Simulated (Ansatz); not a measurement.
Ansatz (an electronic-structure program) input (RI-MP2/def2-QZVPP):
A basis named .json is the Basis Set Exchange file of that set.

Ansatz 0.2 input:
```yaml
crystal:
  periodic: [false, false, false]
  atoms:
    - {symbol: Si, position_ang: [-1.11042029, -0.08949484, 0.26156597]}
    - {symbol: P, position_ang: [1.07640026, 0.11080290, -0.26180823]}
    - {symbol: H, position_ang: [-1.90868884, 0.17960327, -0.96650155]}
    - {symbol: H, position_ang: [-1.44256787, 0.94929489, 1.27566173]}
    - {symbol: H, position_ang: [1.17425847, -1.10142406, -0.99033351]}
    - {symbol: H, position_ang: [1.57687840, -0.43658982, 0.94637320]}
basis:
  gaussian:
    orbitals: def2-QZVPP.json
    fitting: {mean_field: def2-universal-jkfit, correlation: def2-QZVPP-RIFIT.json}
magnetization: {spin_polarized: true, initial_magnetization: 1}
correlation: {method: mp2, electrons: outside_noble_gas}
```

Output:

```
Functional definition: HF
integrals: 0.25 GiB planned
328 factors; integrals over basis functions are off by at most 2.8e0 eV
558 factors; integrals over basis functions are off by at most 5.3e-1 eV
mean field: 0.75 GiB planned
mean field evaluation 1: about -17196.2276 eV, gradient 9.3e0 eV
mean field evaluation 2: about -17197.3138 eV, gradient 3.5e0 eV
mean field evaluation 4: about -17197.5693 eV, gradient 5.1e-1 eV
mean field evaluation 8: about -17197.5785 eV, gradient 2.7e-6 eV
mean field -17197.57846526 eV, -631.9993516611 hartree, gradient 2.7e-6 eV, S^2 0.761351; 0 other end points of the search recorded, 0 dependent functions left out
10 core orbitals not correlated
reference -17197.57846526 eV, -631.9993516611 hartree; 7, 6 occupied and 243, 244 virtual orbitals, 558 factors
second order -7.79830737 eV of doubles, -0.00000000 eV of singles
Total energy: -17205.37677263 eV, -632.2859341711 hartree
```

It need not be the lowest isomer of its formula.
